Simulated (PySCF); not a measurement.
**UHF on Au(72+) (gold, charge +72)**

Configuration: [He] 2s2 2p3, high-spin 4S determinant. Computed with PySCF 2.14 in an even-tempered Gaussian basis (18 s from 54 bohr⁻², ratio 2.2; 13 p from 70 bohr⁻², ratio 2.2; 5 d from 260 bohr⁻², ratio 2.4; 5 f from 390 bohr⁻², ratio 2.4; 4 g from 580 bohr⁻², ratio 2.4), with the spin-free X2C one-electron Hamiltonian (Gaussian nucleus).

| Item | Value |
| --- | --- |
| Total energy | -10700.430056 hartree |
| One-electron energy | -11081.2314 hartree |
| Hartree (Coulomb) energy | 498.0640 hartree |
| Exchange energy | -117.2627 hartree |
| ⟨S²⟩ | 3.7500 |
| ⟨L²⟩ | 0.000 |
| Sum of ⟨r⟩ | 0.3520 bohr |
| Sum of ⟨r²⟩ | 0.02553 bohr² |

```csv
shell,electrons,mean orbital energy (eV),"rms radius, mean of both spins (bohr)"
1s α,1,-89216.5,0.0190
1s β,1,-89111.6,0.0190
2s α,1,-21609.8,0.0745
2s β,1,-21399.7,0.0745
2p α,3,-19824.6,0.0676
```

Spin-orbit coupling, which splits the p, d and f shells strongly at this Z, is absent. Spin-orbit coupling is strong in this species (close to jj coupling), so the high-spin LS determinant is a model state, not a physical level.

Densities and radii are taken from the X2C orbitals without a picture-change correction, which distorts them close to the nucleus.

Spin-orbit constants ζ (cm⁻¹) from the X2C one-electron operator on these orbitals: bare nucleus, nucleus screened by l(l+1)(2l+1)/3 electrons, and screened by the Breit-Pauli mean field of the electrons.

| shell | bare | screened nucleus | mean field |
| --- | --- | --- | --- |
| 2p | 9816000 | 9567000 | 9514000 |
